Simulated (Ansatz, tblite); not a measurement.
Removing and adding an electron: In₆P₇H₂₀⁺, a cluster cut from zinc blende InP (hydrogen-capped). The state is a singlet with charge 1. Geometry: PBE-D4/def2-SVP. Ansatz, gas phase; energy differences of separate SCF runs; the oxidised species was run as a doublet alone; the reduced species was run as a doublet alone.

```xyz
33

P    -1.1799   -3.2461   -1.4204
P    -0.4100    4.2706    0.1036
P     1.3644   -0.2013   -2.0714
P    -2.1133    0.7468   -0.5620
P    -1.3356   -2.1501    2.3165
P     1.2697    1.0180    1.6403
P     2.1278   -2.9809    0.7322
In   -1.9996    3.1798   -1.7073
In   -1.1780   -0.7669   -2.3794
In   -0.2529   -4.0297    0.8857
In    1.9940    3.5002    0.8929
In    2.7213   -0.4540    0.1588
In   -1.2326    0.4720    1.8352
H    -0.6791   -4.1537   -2.4080
H    -2.5422   -3.6843   -1.4436
H    -1.1896    4.5871    1.2628
H    -0.2202    5.6159   -0.3539
H     2.1243   -0.6950   -3.1779
H     1.4477    1.1955   -2.3715
H    -3.4930    0.3654   -0.4858
H    -2.7046   -2.5310    2.4904
H    -0.9069   -2.3863    3.6619
H     1.7928    0.7891    2.9550
H     2.9284   -3.8643   -0.0603
H     2.7416   -3.2607    1.9945
H    -0.9461    2.8338   -3.0492
H    -3.5808    3.8609   -1.5943
H    -1.7348   -0.7905   -4.0121
H    -0.4074   -5.6870    1.3274
H     2.8347    3.1371   -0.5875
H     2.4447    4.3441    2.3286
H     4.4320   -0.2953    0.0021
H    -2.1169    1.2606    3.0964
```

In the def2 sets In takes a core potential; there is no spin–orbit coupling. The xTB rows come from tblite. Single mean-field runs in def2-TZVP are fitted with def2-universal-jkfit. HOMO above LUMO, or a gap near zero within one spin, warns that the state may not be the lowest or that an electron is smeared out.

```tsv
level	−HOMO (eV)	vertical IE (eV)	−LUMO (eV)	vertical EA (eV)	HOMO–LUMO gap (eV)	IE − EA (eV)	remarks
GFN1-xTB	12.39	13.98	9.23	7.74	3.16	6.24	–
GFN2-xTB	13.25	14.86	10.53	9.01	2.71	5.85	–
PBE-D4/def2-TZVP	8.84	–	5.12	3.68	3.73	–	gap within one spin near zero (doublet)
PBE0-D4/def2-TZVP	9.83	11.07	4.34	3.37	5.49	7.70	–
ωB97M-V/def2-TZVP	11.80	11.43	2.80	3.03	9.00	8.40	–
```

Run but left out: PBE-D4/def2-TZVP (charge +2 doublet: an occupied level 0.02 eV above an empty one).   Raw xTB energy differences between charge states are shifted by several eV; the methods need an empirical correction for them.
